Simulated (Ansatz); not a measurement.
Frontier orbitals of C2H8AlGa, SMILES `[CH3][AlH][CH2][GaH2]`.

Charge 0, multiplicity 1. Correlated methods include outer-core shells of Ga, which these sets cover unevenly. Scalar relativity is left out up to krypton. All single points use the PBE0-D4/def2-TZVP geometry. It is one conformer, not always the lowest. Basis def2-TZVPP, Ansatz.

Orbital energies of one run (eV). Highest occupied ones, from the top: -9.77, -10.20, -10.52, -10.89, -13.33, -13.38, -13.48, -13.97, -14.75, -21.21, -21.68, -25.44, -25.47, -25.58. Empty: -0.03, 1.12, 1.76, 2.31, 2.98, 3.38.

Which functional gave them?
A. ωB97M-V
B. B3LYP
C. CAM-B3LYP
D. r2SCAN0

A. HOMO energies: ωB97M-V -9.77, B3LYP -7.39, r2SCAN0 -7.78, CAM-B3LYP -8.92 eV.

B3LYP here is the variant with VWN-RPA as its local correlation; programs differ in this.
